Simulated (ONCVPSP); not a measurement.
**Ru (Z = 44), ONCV: configuration errors across variants**

ruthenium (Ru), optimised norm-conserving Vanderbilt (ONCV), made with ONCVPSP 4.0.1 (PBE, scalar-relativistic). Core [Ar] 3d10, reference 4s2 4p6 4d7.5 5s0.5. Waves: 4s+5s: rc 1.80 bohr, ncon 4, nbas 7, qcut 5.4 1/bohr, 2 projectors; 4p: rc 1.55 bohr, ncon 4, nbas 8, qcut 8.2 1/bohr, 3 projectors, debl 2.4 Ha; 4d: rc 1.70 bohr, ncon 4, nbas 9, qcut 9.1 1/bohr, 2 projectors, debl 3.1 Ha. Local part: polynomial inside 1.00 bohr (lpopt 4, dvloc0 0 Ha). Core correction: none.

All-electron excitation energies from the reference (eV): (1) 4s2 4p6 4d7 5s1 0.317; (2) 4s2 4p6 4d7 5s0 7.610; (3) 4s2 4p6 4d6 5s0 25.796; (4) 4s2 4p6 4d7 5s0.5 3.181.

Errors AE − PS in meV (a dash: test not solved or not reliable):

```csv
change,(1),(2),(3),(4),bound ghosts,GHOST(+) flags above zero
base,+0.3,-0.5,-1.1,+0.2,none,s
"local potential polynomial inside 1.00 bohr (lpopt 4, dvloc0 -0.5 Ha)",+0.3,-0.5,-1.1,+0.2,none,s
s: qcut 3.3; p: qcut 5; d: qcut 5.5,+0.6,-0.7,+0.3,+0.2,none,s
s: rc 1.54,+0.5,-0.5,-1.2,+0.2,none,s
"all radii scaled by about 0.91 (s 1.64, p 1.40, d 1.54 bohr); local potential polynomial inside 0.90 bohr (lpopt 4, dvloc0 0 Ha)",+0.4,-0.6,-1.2,+0.2,none,s
p: qcut 8.1,+0.3,-0.5,-1.1,+0.2,none,s
"core correction Teter function, fcfact 2.5, rcfact 1.35",+0.2,-0.6,-1.0,+0.2,none,s
"d: rc 1.55, qcut 10, nproj 0; local potential the d channel",+0.4,-0.5,-0.2,+0.2,none,none
s: rc 2.6,+0.5,-0.7,-1.8,+0.3,none,none
```

Task: Give the same row for: s: ncon 5, nbas 8.

Result: +0.4, -0.5, -1.2, +0.2; bound ghosts: none; GHOST(+) flags above zero: s.
